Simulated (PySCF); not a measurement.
Cartesian coordinates (Å):
SMILES: [F][In][F]
```xyz
3

F      1.6718    -0.2893     0.0000
In    -0.0193     0.6947     0.0000
F     -1.6656    -0.3633     0.0000
```
Charge 0, spin multiplicity 2.

Q: Estimate the total energy, highest occupied spin orbital and dipole moment that ωB97X-D3(BJ)/def2-TZVP // PBE0-D3(BJ)/def2-TZVP (PySCF 2.14.0) returns for this input.

A: 
The total energy is -390.0193 Ha. The highest occupied spin orbital comes out as -9.82 eV and the dipole moment is 3.28 D.
